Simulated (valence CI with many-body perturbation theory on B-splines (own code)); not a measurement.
**Energy levels of Hf LVIII**

Level of theory: configuration interaction combined with many-body perturbation theory (CI+MBPT): five valence electrons over a frozen Dirac-Fock core [Ne], radial functions for each j: 11 s, 11 p, 10 d, 8 f, 5 g, 2 h, with the one-electron correlation potential Σ1 (screened to all orders), the two-electron term Σ2, the three-electron term Σ3, Breit, model QED; selected single and double excitations, second order for the rest, scaled by the run's own slope (own B-spline code, finite nucleus).

The last digits are not significant, and no measured levels were compared; by estimate large intervals hold to a few tenths of a per cent, small ones and those within an open d or f shell to about a per cent. Among the levels kept, up to 3100 cm⁻¹ of a level comes from second order outside the variational space, and about a tenth of that is noise between levels of different J, which matters for small intervals.

Levels 136 to 166 of 166, with energies above the lowest level, (3s^2 3p1/2^2 3p3/2) J=3/2. "Leading %" is the weight of the configuration and term that name the level; weights of strongly mixed levels are sums over their largest components and can fall short. In the jj column 3d3/2^4 stands for four electrons in 3d with j = 3/2. Lifetimes count E1, E2, E3, M1 and M2 decay at the calculated energies, and are blank where another channel may lead or the interval is too uncertain; long ones can be off by a factor of two.

```csv
No.,Configuration,Term,J,E (eV),Leading %,Lifetime,Second component,Leading jj
136,3s 3p3 3d,2D°,3/2,1135.7,23,443 fs,20 % 3s 3p3 3d 2P°,3s 3p1/2 3p3/2^2 3d5/2 (74 %)
137,3s2 3p 3d2,4G°,9/2,1147.1,47,311 fs,16 % 3s2 3p 3d2 4F°,3s^2 3p3/2 3d3/2 3d5/2 (79 %)
138,3s2 3p 3d2,2H°,11/2,1152.6,55,677 fs,42 % 3s2 3p 3d2 4G°,3s^2 3p3/2 3d3/2 3d5/2 (91 %)
139,3s2 3p 3d2,4F°,7/2,1153.2,29,268 fs,17 % 3s2 3p 3d2 4D°,3s^2 3p3/2 3d3/2 3d5/2 (77 %)
140,3s2 3p 3d2,4D°,5/2,1159.9,43,338 fs,28 % 3s2 3p 3d2 4P°,3s^2 3p3/2 3d3/2 3d5/2 (87 %)
141,3s2 3p 3d2,4D°,3/2,1161.0,34,297 fs,23 % 3s2 3p 3d2 2D°,3s^2 3p3/2 3d3/2 3d5/2 (79 %)
142,3s2 3p 3d2,2F°,5/2,1161.1,22,344 fs,16 % 3s2 3p 3d2 4P°,3s^2 3p3/2 3d3/2 3d5/2 (82 %)
143,3s2 3p 3d2,2G°,7/2,1161.6,35,460 fs,22 % 3s2 3p 3d2 4D°,3s^2 3p3/2 3d3/2 3d5/2 (91 %)
144,3s2 3p 3d2,2S°,1/2,1165.3,30,243 fs,20 % 3s2 3p 3d2 4P°,3s^2 3p3/2 3d3/2 3d5/2 (72 %)
145,3p4 3d,4D,3/2,1176.2,18,1.97 ps,11 % 3p4 3d 2D,3p1/2^2 3p3/2^2 3d3/2 (50 %)
146,3s2 3p 3d2,2G°,7/2,1178.9,36,327 fs,16 % 3s2 3p 3d2 4F°,3s^2 3p3/2 3d3/2 3d5/2 (83 %)
147,3s2 3p 3d2,2D°,5/2,1184.9,33,251 fs,13 % 3s2 3p 3d2 4D°,3s^2 3p3/2 3d3/2 3d5/2 (77 %)
148,3s2 3p 3d2,2G°,9/2,1186.2,70,368 fs,15 % 3s2 3p 3d2 2H°,3s^2 3p3/2 3d3/2 3d5/2 (90 %)
149,3s2 3p 3d2,2D°,3/2,1189.3,44,313 fs,14 % 3s2 3p 3d2 4F°,3s^2 3p3/2 3d3/2 3d5/2 (83 %)
150,3s 3p2 3d2,6F,1/2,1189.8,35,1.63 ps,21 % 3s 3p2 3d2 4D,3s 3p1/2 3p3/2 3d3/2^2 (69 %)
151,3p4 3d,4D,5/2,1189.9,17,1.37 ps,12 % 3s 3p2 3d2 6G,3s 3p1/2 3p3/2 3d3/2^2 (51 %)
152,3s2 3p 3d2,4S°,3/2,1192.4,28,241 fs,21 % 3s2 3p 3d2 2D°,3s^2 3p3/2 3d3/2 3d5/2 (79 %)
153,3s2 3p 3d2,2F°,5/2,1196.2,53,392 fs,25 % 3s2 3p 3d2 2D°,3s^2 3p3/2 3d3/2 3d5/2 (84 %)
154,3s2 3p 3d2,2P°,1/2,1198.4,73,379 fs,15 % 3s2 3p 3d2 4D°,3s^2 3p3/2 3d3/2 3d5/2 (88 %)
155,3p4 3d,2F,7/2,1200.0,25,527 fs,24 % 3p4 3d 2G,3p1/2^2 3p3/2^2 3d3/2 (77 %)
156,3s 3p2 3d2,6F,3/2,1202.6,26,717 fs,15 % 3s 3p2 3d2 6G,3s 3p1/2 3p3/2 3d3/2^2 (64 %)
157,3p4 3d,4P,1/2,1204.1,26,645 fs,26 % 3s 3p2 3d2 6F,3p1/2^2 3p3/2^2 3d3/2 (52 %)
158,3s 3p2 3d2,6G,5/2,1206.6,19,533 fs,16 % 3p4 3d 4D,3s 3p1/2 3p3/2 3d3/2^2 (49 %)
159,3s 3p2 3d2,6G,7/2,1207.7,26,1.96 ps,24 % 3s 3p2 3d2 4G,3s 3p1/2 3p3/2 3d3/2^2 (88 %)
160,3s2 3p 3d2,4G°,11/2,1208.6,55,3.90 ps,44 % 3s2 3p 3d2 2H°,3s^2 3p3/2 3d5/2^2 (92 %)
161,3s2 3p 3d2,2D°,5/2,1214.5,39,2.86 ps,20 % 3s2 3p 3d2 4P°,3s^2 3p3/2 3d5/2^2 (87 %)
162,3p4 3d,2D,3/2,1217.0,43,591 fs,15 % 3p4 3d 4F,3p1/2^2 3p3/2^2 3d3/2 (74 %)
163,3s2 3p 3d2,2F°,7/2,1218.1,49,3.65 ps,33 % 3s2 3p 3d2 4D°,3s^2 3p3/2 3d5/2^2 (94 %)
164,3s 3p2 3d2,2G,9/2,1219.7,23,2.09 ps,17 % 3s 3p2 3d2 4F,3s 3p1/2 3p3/2 3d3/2^2 (92 %)
165,3s2 3p 3d2,4F°,9/2,1223.7,48,1.58 ps,42 % 3s2 3p 3d2 2G°,3s^2 3p3/2 3d5/2^2 (94 %)
166,3s2 3p 3d2,2P°,1/2,1237.3,67,1.24 ps,18 % 3s2 3p 3d2 2S°,3s^2 3p3/2 3d5/2^2 (89 %)
```

Where two levels of one J and parity lie close, their mixing, g and order are uncertain.
